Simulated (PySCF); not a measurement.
CH5FSi2

The system: CH5FSi2, a silylene (divalent Si1, bonded to 1 C + 1 F); neutral, singlet. The structure, one conformer, was relaxed in the gas phase by PBE0-D3(BJ)/def2-SVP. No frequency run checks that it is a minimum.

The strong deshielding of the divalent centre rests on a low-lying excitation, and density functionals tend to overstate it.

SMILES: F[Si]C[SiH3]

```xyz
9

Si    1.383   -1.584   -0.418
C    -0.060   -0.754    0.481
Si   -0.251    1.091    0.114
F     0.806   -1.445   -1.952
H     0.046   -0.892    1.571
H    -1.000   -1.238    0.153
H     1.042    1.800    0.370
H    -0.625    1.296   -1.316
H    -1.298    1.702    0.988
```
Atom numbers follow the order of the file, from 1.

Shieldings: GIAO PBE0/pcSseg-2. Shifts are against computed references at the same level: C TMS (σ 184.1 ppm), H TMS (σ 31.24 ppm), Si TMS (σ 341.3 ppm). Core levels by delta-SCF with SCAN, pcX-2 on the ionised atom and pcseg-1 elsewhere, spin-free X2C (2p3/2 is the spin-free 2p value less a third of a first-order spin-orbit splitting); from the vacuum level, for chosen atoms.

(1) Give the NMR and core-level values of the distinct atoms.

(2) Which of Si1, Si3 holds its core electrons tightest, and by how much against the loosest?

(3) By CAM-B3LYP/def2-SVPD (TDDFT singlets, Tamm-Dancoff triplets, ionisation by delta-SCF), where does absorption start, and what does vertical ionisation take?

## Answers

(1) 
| atoms | bonded to | σ (ppm) | δ (ppm) | core level (eV) |
| --- | --- | --- | --- | --- |
| Si1 | 1 C + 1 F | -60.4 | 401.7 | 2p3/2 108.16 |
| C2 | 2 Si + 2 H | 145.7 | 38.5 | 1s 290.00 |
| Si3 | 1 C + 3 H | 429.7 | -88.4 | 2p3/2 106.90 |
| F4 | 1 Si | 99.9 | - | 1s 691.96 |
| H5 | 1 C | 29.48 | 1.77 | - |
| H6 | 1 C | 30.31 | 0.94 | - |
| H7 H8 H9 | 1 Si | 27.36 | 3.89 | - |

Values are those of this one static structure, with the three H of a rotating XH3 group averaged; atoms that internal rotation interchanges would show their mean in an NMR spectrum.

The core-hole state of Si1 is spin-contaminated (⟨S²⟩ 0.79 against 0.75 for a pure doublet), so that value and differences from it are less sure.

(2) Si1 (bonded to 1 C + 1 F), by 1.27 eV over Si3 (bonded to 1 C + 3 H).

(3) The lowest singlet lies at 3.33 eV (f 0.026), the strongest of the first 6 at 5.97 eV (f 0.117), the lowest triplet at 1.94 eV; vertical ionisation takes 9.05 eV.

The 3 runs behind this took 64 s in all, one thread each of INTEL XEON PLATINUM 8581C on a shared host, launched as `OMP_NUM_THREADS=1 python cluster_run.py task.json out`.
